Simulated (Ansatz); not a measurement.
A nudged elastic band was laid between two geometries of Cl2F2H2HfO (8 atoms, charge 0, multiplicity 1).

All numbers below come from RKS PBE0-D4/def2-SVP in Ansatz.

| Quantity | Value |
| --- | --- |
| movable images | 7 |
| climbing image | yes |
| spring | 5.0 eV/Å² |
| optimiser | quadratic models (default) |
| start path | through a guess of the saddle point |
| force threshold | 0.03 eV/Å |
| iteration limit | 60 |
| end points | relaxed |

Image 0:

```xyz
8
Properties=species:S:1:pos:R:3
Hf 0.068 0.184 0.010
O -0.102 0.106 2.006
H -0.519 -0.473 2.649
Cl 2.146 -0.373 -0.939
Cl -1.182 1.814 -1.134
F -0.944 -1.387 -0.311
F 1.112 1.880 1.205
H 0.737 1.378 1.964
```

Image 8:

```xyz
8
Properties=species:S:1:pos:R:3
Hf 0.048 0.618 -0.115
O 0.499 -0.071 2.078
H -0.017 -0.779 2.484
Cl 2.038 -0.437 -0.809
Cl -0.796 1.541 -2.106
F -1.382 -0.595 0.288
F 0.281 2.240 0.885
H 0.645 0.613 2.744
```

Q: Which bonds break or form, and what moves?

A: Bonds broken: F7–H8. Bonds formed: O2–H8.

Q: What energy profile does the band end with?

A: The run converged. The highest image is number 1 of 0 to 8, 0.3 kcal/mol above the first end and 18.1 kcal/mol above the last; the last end lies 17.8 kcal/mol below the first. A vibrational analysis at the climbing image gives one clearly imaginary mode, 289i cm⁻¹: a first-order saddle point. The orbitals stay closed-shell, which can raise the energy where a bond breaks towards radicals; this wasn't checked here.

| image | path coordinate (Å) | energy (kcal/mol) | F7–H8 (Å) | O2–H8 (Å) |
| --- | --- | --- | --- | --- |
| 0 | 0.00 | 0.0 | 0.98 | 1.52 |
| 1 | 0.28 | 0.3 | 1.07 | 1.31 |
| 2 | 0.75 | -8.3 | 1.54 | 1.01 |
| 3 | 1.22 | -14.4 | 1.99 | 0.97 |
| 4 | 1.70 | -15.7 | 2.41 | 0.97 |
| 5 | 2.17 | -15.9 | 2.41 | 0.97 |
| 6 | 2.64 | -16.5 | 2.41 | 0.97 |
| 7 | 3.11 | -17.4 | 2.44 | 0.97 |
| 8 | 3.59 | -17.8 | 2.50 | 0.97 |

Q: What is the geometry of the highest image?

A: 
```xyz
8
Properties=species:S:1:pos:R:3:forces:R:3
Hf 0.111 0.248 -0.012 0.00 0.00 0.00
O -0.078 0.128 2.028 -0.01 0.00 0.00
H -0.489 -0.426 2.696 0.00 0.00 0.00
Cl 2.136 -0.357 -1.030 0.00 0.00 0.00
Cl -1.158 1.813 -1.215 0.00 0.00 0.00
F -0.920 -1.330 -0.231 0.00 0.00 0.00
F 1.076 1.829 1.225 0.00 0.00 0.00
H 0.639 1.225 1.988 0.00 0.00 0.00
```

Q: What are the harmonic wavenumbers there?

A: 289i, 61, 91, 119, 123, 146, 175, 283, 371, 383, 392, 616, 661, 692, 1050, 1190, 2004, 3961 cm⁻¹.

Time of the run: 4.9 min on 4 threads of Arm Neoverse V2 (shared host), peak memory 0.32 GiB.
